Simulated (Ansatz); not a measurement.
Reaction (substitution at a C–N bond): `CNBCl` + `[OH][Sc]([F])[F]` → `C[O][Sc]([F])[F]` + `NBCl`

Computed with Ansatz on PBE0-D4/def2-TZVP structures; ΔE is electronic, products minus reactants. CCSD(T)/CBS is the MP2 limit (def2-TZVPP, def2-QZVPP) plus CCSD(T) − MP2 in def2-TZVPP, frozen cores. Functionals use def2-TZVPP. For Sc outer-core shells are correlated without core-valence functions, which leaves a few kJ/mol of doubt a bond. Scalar relativity is left out up to krypton. Each species was taken in one conformer, which may not be the lowest.

| species | ωB97X-V energy (Eh) |
| --- | --- |
| `CNBCl` | -580.95432 |
| `[OH][Sc]([F])[F]` | -1036.38559 |
| `C[O][Sc]([F])[F]` | -1075.68564 |
| `NBCl` | -541.64777 |

(1) Work out ΔE.

Largest T1 diagnostic among the species: 0.017.

Answers

(1) ΔE = (-1075.68564) + (-541.64777) − (-580.95432) − (-1036.38559) = 0.00650 Eh = +17.1 kJ/mol. CCSD(T)/CBS gives +18.8 kJ/mol.

At CCSD(T), def2-SVP lies −9.8 kJ/mol from the extrapolated value and def2-TZVPP −0.4 kJ/mol. From BLYP to BHLYP (50 % exact exchange), in def2-TZVPP and without D4, ΔE moves by +4.2 kJ/mol.
